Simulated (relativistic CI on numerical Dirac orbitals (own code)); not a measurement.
**Electric-dipole transitions in W⁸⁺**

These numbers are calculated, not measured: Dirac-Coulomb-Breit CI, KLI orbitals optimised for each configuration, a model potential for QED, valence Slater integrals scaled by 0.9, P86 correlation estimate, and configurations built on the next ion tied to the tabulated ionisation energy (semi-empirical) (own radial code, finite nucleus).

Configuration list (outside the closed core [Kr] 4d10): 4f¹⁴5s²5p⁴, 4f¹⁴5s²5p³5d, 4f¹⁴5s²5p³6s, 4f¹⁴5s²5p³6p, 4f¹⁴5s²5p³6d, 4f¹⁴5s²5p³7s, 4f¹⁴5s²5p³5f, 4f¹⁴5s²5p³6f, 4f¹²5s²5p⁶, 4f¹³5s²5p⁵, 4f¹⁴5s5p⁵, 4f¹³5s5p⁶, 4f¹⁴5p⁶, 4f¹²5s²5p⁵5d, 4f¹⁴5s²5p²5d², 4f¹³5s²5p⁴5d, 4f¹²5s²5p⁵6s, 4f¹⁴5s5p⁴5d, 4f¹²5s²5p⁵6p, 4f¹³5s5p⁵5d, 4f¹³5s²5p⁴6s, 4f¹²5s²5p⁵5f, 4f¹⁴5s²5p³5g, 4f¹³5s²5p³5d². Levels of other configurations are missing.

```csv
λ vac (nm),Lower,Upper,A (s⁻¹),E lower (eV),E upper (eV)
21.039,4f¹⁴5s²5p⁴ ³P2 [1],4f¹⁴5s²5p³5d ³F°2 [293],4.07e+09,0.0000,58.9298
22.093,4f¹⁴5s²5p⁴ ³P2 [1],4f¹⁴5s²5p³5d ³D°3 [175],3.32e+08,0.0000,56.1187
22.222,4f¹⁴5s²5p⁴ ³P2 [1],4f¹⁴5s²5p³5d ³F°3 [166],2.26e+09,0.0000,55.7929
22.327,4f¹⁴5s²5p⁴ ³P2 [1],4f¹⁴5s²5p³5d ³D°1 [158],1.26e+09,0.0000,55.5303
22.545,4f¹⁴5s²5p⁴ ³P2 [1],4f¹⁴5s²5p³5d ³F°3 [143],3.66e+08,0.0000,54.9935
22.736,4f¹⁴5s²5p⁴ ³P2 [1],4f¹⁴5s²5p³5d ³F°2 [139],2.05e+09,0.0000,54.5328
22.942,4f¹⁴5s²5p⁴ ³P2 [1],4f¹⁴5s²5p³5d ³D°1 [129],1.38e+09,0.0000,54.0419
25.453,4f¹⁴5s²5p⁴ ¹S0 [5],4f¹⁴5s²5p³5d ³D°1 [102],9.12e+09,2.8787,51.5904
26.426,4f¹⁴5s²5p⁴ ³P2 [1],4f¹⁴5s²5p³5d ⁵D°1 [41],7.40e+09,0.0000,46.9182
27.509,4f¹⁴5s²5p⁴ ³P2 [1],4f¹⁴5s²5p³5d ⁵D°3 [36],2.87e+08,0.0000,45.0699
27.616,4f¹⁴5s²5p⁴ ³P2 [1],4f¹⁴5s²5p³5d ³F°2 [34],6.25e+08,0.0000,44.8953
```

Terms are leading LS components. Brackets give the number of a level in order of energy, since labels repeat. The list gives strong lines, with weight on those to low levels, without configurations that were not tied to measured data, without lines whose two gauges differ by over a factor of 2.5, among the lowest 300 of 4508 levels, so that lines to higher ones, which can be the strongest, are missing. Levels whose partners in the same complex of configurations lie outside the list can be far off, and so can their lines. Rates are taken at the computed energies, electric ones in the length gauge.

Configurations that consist of the next ion and one excited electron were tied to the tabulated ionisation energy; Rydberg ones are usually within 1,000 to 3,000 cm⁻¹ and the lowest ones within about 6,000 (9,000 in d shells), while levels on excited terms of the next ion carry the error of that term, and the other configurations can be misplaced by 10,000 cm⁻¹ or more. Rates follow the energies as ν³ (E1, M1) or ν⁵ (E2), so rates, branching and lifetimes can be off by large factors. Levels and lines within the n = 5 or 6 shells can be off by up to 10 % or somewhat more, and those that change n by about 2 %, since core polarisation is missing. Levels that differ in their count of f electrons can be misplaced by several ten thousand cm⁻¹, since the correlation energy of f electrons is missing or only estimated; rates across such gaps can be off by orders of magnitude.

LS names give the leading component of a level, which can be under half, so a name can repeat, a term be missing and a line seem to break the LS rules.
